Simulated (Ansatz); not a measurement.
Geometry optimisation, RKS PBE-D4/def2-SVP (Ansatz).

input.yaml

```yaml
crystal:
  periodic: [false, false, false]
  atoms:
    - { symbol: F, position_ang: [-2.3931, -0.473, 0.6769] }
    - { symbol: Si, position_ang: [-0.8454, -0.1643, 0.2032] }
    - { symbol: Si, position_ang: [0.7273, -1.632, 0.6923] }
    - { symbol: O, position_ang: [-0.6752, 0.3322, -1.4278] }
    - { symbol: Sn, position_ang: [-0.1834, 2.0804, -0.6697] }
    - { symbol: H, position_ang: [0.8254, -1.7912, 2.1635] }
    - { symbol: H, position_ang: [2.0775, -1.1298, 0.2155] }
    - { symbol: H, position_ang: [0.4946, -2.9062, 0.0621] }
    - { symbol: H, position_ang: [-1.4489, 3.2763, -0.9029] }
    - { symbol: H, position_ang: [1.5043, 2.3563, -1.0102] }
basis:
  gaussian: { orbitals: def2-SVP }
hamiltonian:
  xc: pbe
  dispersion: d4
relax:
  f_tol: 0.015
  max_steps: 40
```

Command:

```bash
$ ansatz run input.yaml --threads 2 --pin off --max-ram 3072MiB --backend cpu --events-out ev --progress --plain --runs-dir out
```

Where does it end, and by what steps?

The run converged. After 9 steps the energy has fallen by 0.723 eV; H10 moved furthest, 0.46 Å.

| step | energy less start (eV) | largest force component (eV/Å) | accepted |
| --- | --- | --- | --- |
| 0 | 0.0000 | 2.594 | yes |
| 1 | -0.5165 | 1.189 | yes |
| 2 | -0.6146 | 1.064 | yes |
| 3 | -0.6619 | 0.789 | yes |
| 4 | -0.7079 | 0.283 | yes |
| 5 | -0.7203 | 0.056 | yes |
| 6 | -0.7218 | 0.039 | yes |
| 7 | -0.7230 | 0.021 | yes |
| 8 | -0.7232 | 0.030 | yes |
| 9 | -0.7233 | 0.015 | yes |

```xyz
10
Properties=species:S:1:pos:R:3
F -2.212 -0.505 0.709
Si -0.770 -0.169 0.007
Si 0.780 -1.772 0.751
O -0.782 0.385 -1.528
Sn -0.167 2.248 -0.432
H 0.704 -1.866 2.249
H 2.147 -1.311 0.331
H 0.474 -3.110 0.136
H -1.392 3.366 -0.955
H 1.300 2.682 -1.267
```

Run time: 33 s on 2 threads of Arm Neoverse V1, on a shared host, peak memory 0.16 GiB.
